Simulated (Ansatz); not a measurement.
These are frozen-core CCSD(T)/cc-pVTZ // r2SCAN-D4/def2-TZVP (Ansatz, a quantum-chemistry and plane-wave program) values and carry that method's errors.

Ansatz 0.2 input:
```yaml
crystal:
  periodic: [false, false, false]
  atoms:
    - { symbol: Si, position_ang: [-1.270183, 0.146786, -0.781636] }
    - { symbol: Al, position_ang: [0.619624, -0.874542, 0.453641] }
    - { symbol: S, position_ang: [2.526972, 0.201252, 0.220366] }
    - { symbol: H, position_ang: [-0.890419, 1.36787, -1.547278] }
    - { symbol: H, position_ang: [-1.843264, -0.840259, -1.739261] }
    - { symbol: H, position_ang: [-2.35438, 0.516859, 0.171133] }
    - { symbol: H, position_ang: [3.245493, -0.624964, 1.001836] }
basis:
  gaussian: { orbitals: cc-pVTZ }
correlation:
  method: ccsd_t
magnetization:
  spin_polarized: true
  initial_magnetization: 1
```

Output:

```
Functional definition: HF
917 factors; integrals over basis functions are off by at most 1.0e-3 eV
mean field evaluation 1: about -25325.4328 eV, gradient 1.2e1 eV
mean field evaluation 2: about -25325.4416 eV, gradient 1.2e1 eV
mean field evaluation 4: about -25327.3233 eV, gradient 2.2e0 eV
mean field evaluation 8: about -25327.4334 eV, gradient 5.7e-3 eV
mean field evaluation 16: about -25327.3112 eV, gradient 2.2e0 eV
mean field evaluation 32: about -25325.2083 eV, gradient 2.3e-2 eV
mean field evaluation 64: about -25325.1286 eV, gradient 6.9e-1 eV
mean field -25327.43344333 eV, -930.7660114915 hartree, gradient 2.4e-6 eV, S^2 0.760518; 1 other end points of the search recorded, 0 dependent functions left out
determinant -25327.43344333 eV, -930.7660114915 hartree, with singles and doubles -25338.76590020 eV, -931.1824716000 hartree
determinant -25325.20830024 eV, -930.6842389912 hartree, with singles and doubles -25336.62317855 eV, -931.1037280316 hartree
15 core orbitals not correlated
reference -25327.43344333 eV, -930.7660114915 hartree; 9, 8 occupied and 134, 135 virtual orbitals, 917 factors
second order -9.77759268 eV of doubles, -0.00000000 eV of singles
cycle   1  -11.14375349 eV  change   -6.3e-1 eV  update   2.5e-2
cycle   2  -11.16147682 eV  change   -1.8e-2 eV  update   6.5e-3
cycle   3  -11.16368815 eV  change   -2.2e-3 eV  update   2.9e-3
cycle   4  -11.16520090 eV  change   -1.5e-3 eV  update   1.1e-3
cycle   5  -11.16568253 eV  change   -4.8e-4 eV  update   5.6e-4
cycle   6  -11.16583436 eV  change   -1.5e-4 eV  update   2.1e-4
cycle   7  -11.16589621 eV  change   -6.2e-5 eV  update   9.2e-5
cycle   8  -11.16589931 eV  change   -3.1e-6 eV  update   3.9e-5
cycle   9  -11.16588317 eV  change    1.6e-5 eV  update   1.6e-5
perturbative correction -0.46562389 eV, -0.0171113624 hartree
Total energy: -25339.06495039 eV, -931.1934614917 hartree
```

Cost: roughly 120 core-seconds.
